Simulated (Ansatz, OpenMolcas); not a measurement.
CH7NOSi (SMILES OCN[SiH3]): methods side by side

CH7NOSi: 11 atoms, total charge 0, spin state singlet. SMILES: `OCN[SiH3]`. The coordinates come from a PBE0-D4/def2-TZVP relaxation. This is one conformer, not always the lowest.

Quantity: the vertical energy of the triplet above the singlet, in eV. The values are calculated.

```csv
level,kind,program,value (eV),CPU time (all runs)
BLYP/cc-pVDZ,GGA,OpenMolcas,5.71,3.4 min
M06-L/cc-pVDZ,meta-GGA,OpenMolcas,6.21,5 min
BHLYP/cc-pVDZ,global hybrid,OpenMolcas,6.35,3.4 min
PBE0/cc-pVDZ,global hybrid,OpenMolcas,6.05,3.5 min
r2SCAN0/cc-pVDZ,hybrid meta-GGA,Ansatz,6.08,36 s
HSE06/cc-pVDZ,range-separated hybrid,Ansatz,6.03,21 s
wB97X/cc-pVDZ,range-separated hybrid,Ansatz,6.60,82 s
B2PLYP/cc-pVDZ,double hybrid,Ansatz,6.34,21 s
```

The values span 5.71 to 6.60 eV. A triplet this far above the singlet is often a Rydberg-like or dissociative state; sets without diffuse functions put Rydberg states too high. The second state's dipole differs much between rows, so they may not all be the same state. CPU times are rough (shared hosts, several kinds of processor and program).
